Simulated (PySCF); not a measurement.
Sr (strontium, neutral): UHF calculation

Configuration: [Kr] 5s2, closed-shell 1S. Calculation: PySCF 2.14, in x2c-TZVPall (8s6p6d1f, 63 functions); scalar relativity by spin-free X2C-1e.

```
Total energy                        : -3177.319535 hartree
One-electron energy                 : -4396.6562 hartree
Hartree (Coulomb) energy            : 1323.3294 hartree
Exchange energy                     : -103.9927 hartree
⟨S²⟩                                : 0.0000
⟨L²⟩                                : 0.000
Sum of ⟨r⟩                          : 31.52 bohr
Sum of ⟨r²⟩                         : 74.25 bohr²
Langevin diamagnetic susceptibility : -58.8 ×10⁻⁶ cm³/mol
Time after the integrals            : 0.26 s of wall time on 1 thread of Neoverse-V1 (shared host)
```

```
shell  electrons  mean orbital energy (eV)  rms radius, mean of both spins (bohr)
   1s          2                  -16197.2                                 0.0451
   2s          2                   -2261.4                                  0.187
   2p          6                   -2004.1                                  0.166
   3s          2                   -379.66                                  0.523
   3p          6                   -293.95                                  0.535
   3d         10                   -152.00                                  0.547
   4s          2                   -53.013                                   1.45
   4p          6                   -29.802                                   1.69
   5s          2                    -4.932                                   4.87
```

Densities and radii are taken from the X2C orbitals without a picture-change correction, which distorts them close to the nucleus.
